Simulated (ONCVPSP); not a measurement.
# Reading a pseudo-wave (nitrogen (N))

Columns: radius, all-electron u(r) and pseudo u(r) of the 2s shell (level -18.58 eV) of nitrogen in the configuration [He] 2s2 2p3; PBE, scalar-relativistic, ONCV scheme, ONCVPSP 4.0.1.

```
r (bohr)  all-electron  pseudo
   0.115       -0.3876  0.0782
   0.230       -0.2271  0.1734
   0.345        0.0705  0.2983
   0.460        0.3556  0.4457
   0.575        0.5812  0.5981
   0.690        0.7398  0.7399
   0.805        0.8372  0.8373
   0.920        0.8849  0.8849
   1.035        0.8948  0.8948
   1.150        0.8775  0.8776
   1.265        0.8420  0.8420
   1.380        0.7947  0.7947
   1.495        0.7409  0.7409
   1.610        0.6840  0.6840
   1.725        0.6266  0.6266
   1.840        0.5705  0.5705
   1.955        0.5168  0.5168
   2.070        0.4662  0.4661
   2.185        0.4191  0.4190
   2.300        0.3756  0.3756
   2.415        0.3359  0.3359
   2.530        0.2997  0.2997
   2.645        0.2670  0.2670
   2.760        0.2375  0.2374
   2.875        0.2109  0.2109
   2.990        0.1872  0.1871
```

How many radial nodes do the two functions have?

The all-electron 2s function has n − l − 1 = 1; the pseudo-wave has 0, since the states of the same l below it are removed with the core.

At about which radius was the pseudo-wave matched?

0.70 bohr, where the columns begin to agree (steps of 0.12 bohr).

Where does each function peak?

Outermost all-electron maximum near 1.03 bohr, pseudo maximum near 1.03 bohr (to the table’s step).

Is the pseudo-wave norm-conserving?

Yes: the ONCV scheme keeps the norm inside the radius equal to the all-electron one, which fixes the energy derivative of the logarithmic derivative at the level.
